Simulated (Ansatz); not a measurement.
Frontier orbitals of `Br[SiH2]C1=CN1`.

| atom | x (Å) | y (Å) | z (Å) |
| --- | --- | --- | --- |
| Br1 | 0.9185 | -2.0045 | 1.8579 |
| Si2 | 0.7367 | 0.1269 | 1.2540 |
| C3 | -0.1158 | 0.1995 | -0.3482 |
| C4 | -0.3410 | 0.4380 | -1.5864 |
| N5 | -1.5422 | -0.0341 | -0.9225 |
| H6 | -0.0550 | 0.8133 | 2.2970 |
| H7 | 2.0945 | 0.6980 | 1.1206 |
| H8 | -0.0558 | 0.7987 | -2.5601 |
| H9 | -1.6397 | -1.0358 | -1.1123 |

Total charge 0; spin multiplicity 1. Correlated methods include outer-core shells of Br, which these sets cover unevenly. Scalar relativity is left out up to krypton. The geometry is a stationary point of PBE0-D4/def2-TZVP. It is one conformer, not always the lowest. Basis def2-TZVPP, the Gaussian-basis code of Ansatz.

```tsv
functional	HOMO (eV)	LUMO (eV)	gap (eV)
PBE	-5.19	-2.34	2.85
BLYP	-5.06	-2.18	2.88
r2SCAN	-5.40	-2.14	3.26
PBE0	-6.45	-1.40	5.05
B3LYP	-6.23	-1.60	4.63
r2SCAN0	-6.59	-1.29	5.30
ωB97M-V	-8.72	0.63	9.35
HF	-9.26	2.23	11.49
```

A quarter of exact exchange (PBE0) shifts PBE's HOMO by −1.26 eV and its LUMO by +0.94 eV; full exchange at long range (ωB97M-V) shifts them by −3.53 and +2.97 eV. The gap opens from 2.86 to 9.35 eV, since occupied levels lose self-interaction and empty ones feel all the electrons. A positive LUMO is unbound and depends on the basis.

B3LYP here is the variant with VWN-RPA as its local correlation; programs differ in this.
